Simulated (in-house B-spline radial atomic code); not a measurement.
# The krypton ion Kr⁴⁺: [Ar] 3d10 4s2 4p2

All numbers are computed (non-relativistic HSE06, spin-polarised, spherical fractional occupations; point nucleus) with a radial B-spline atomic code at the basis-set limit, not measured.

Effective charges: Z_r = [3n² - l(l+1)]/(2<r>) from the radius, Z_e = n√(-2ε) from the energy, and Slater's rules. Values are occupation-weighted means over spin.

| shell | electrons | ε (eV) | <r> (bohr) | Z_r | Z_e | Slater |
| --- | --- | --- | --- | --- | --- | --- |
| 1s | 2 | -14021 | 0.04245 | 35.34 | 32.10 | 35.70 |
| 2s | 2 | -1887.2 | 0.1876 | 31.98 | 23.55 | 31.85 |
| 2p | 6 | -1711 | 0.1619 | 30.89 | 22.43 | 31.85 |
| 3s | 2 | -320.96 | 0.5396 | 25.02 | 14.57 | 24.75 |
| 3p | 6 | -257.73 | 0.5437 | 22.99 | 13.06 | 24.75 |
| 3d | 10 | -144.64 | 0.5494 | 19.11 | 9.78 | 14.85 |
| 4s | 2 | -73.02 | 1.455 | 16.49 | 9.27 | 9.65 |
| 4p | 2 | -57.938 | 1.61 | 14.29 | 8.25 | 9.65 |

The least bound orbital is 4p up at -57.94 eV, and it is also the most diffuse (<r> = 1.61 bohr).

Caution: exact exchange at fractional occupations of open shells leaves self-interaction of up to several eV.
